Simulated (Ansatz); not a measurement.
`N[AsH][SiH3]` + `O[CH2][ZnH]` → `[SiH3]O[CH2][ZnH]` + `N[AsH2]` at 700 K and 1 bar (cleavage of the Si–As bond).

Computed with Ansatz on PBE0-D4/def2-TZVP structures; ΔE is electronic, products minus reactants. CBS: MP2 limit from def2 TZ/QZ plus the TZ coupled-cluster correction, frozen cores. For As, Zn outer-core shells are correlated without core-valence functions, which leaves a few kJ/mol of doubt a bond. Scalar relativity is left out up to krypton. Each species was taken in one conformer, which may not be the lowest.

```csv
species,CCSD(T)/CBS energy (Eh),H − E (kJ/mol),S (J/(mol·K))
`N[AsH][SiH3]`,-2582.38925,224.0,429.4
`O[CH2][ZnH]`,-1893.96502,175.9,372.4
`[SiH3]O[CH2][ZnH]`,-2184.28160,239.7,466.7
`N[AsH2]`,-2292.09958,152.3,328.9
```

H − E and S are ideal-gas, rigid-rotor, harmonic terms from PBE0-D4/def2-TZVP, for one conformer and one mirror image of each species. 1 Eh = 2625.50 kJ/mol, R = 8.31446 J/(mol·K).

Problem. By hand: ΔE, ΔH, ΔS and ΔG.

Solution. ΔE = (-2184.28160) + (-2292.09958) − (-2582.38925) − (-1893.96502) = -0.02691 Eh = -70.7 kJ/mol. Δ(H − E) = 239.7 + 152.3 − 224.0 − 175.9 = -7.9, so ΔH = -78.6 kJ/mol. ΔS = 466.7 + 328.9 − 429.4 − 372.4 = -6.2 J/(mol·K). ΔG = -78.6 − 700 × (-6.2)/1000 = -74.3 kJ/mol.

Problem. By hand: the equilibrium constant, and the temperature at which ΔG would vanish if ΔH and ΔS stayed fixed.

Solution. log₁₀ K = −ΔG/(RT ln 10) = 5.5. ΔG = 0 at ΔH/ΔS = 12677 K, far beyond where these terms or the molecules hold.

The number of gas molecules stays the same, so ΔS is small and ΔH decides. A doubt of 5 kJ/mol in ΔE shifts log₁₀ K by 0.4 here. Other conformers and mirror images would add mixing entropy, several J/(mol·K) or more a flexible species. Modes under 60 cm⁻¹, often nearly free rotors, make the harmonic entropy too high. These are equilibria of isolated gas molecules and say nothing of rates. Largest T1 diagnostic: 0.014 (customary marks: 0.02 for closed shells, 0.045 for open ones).
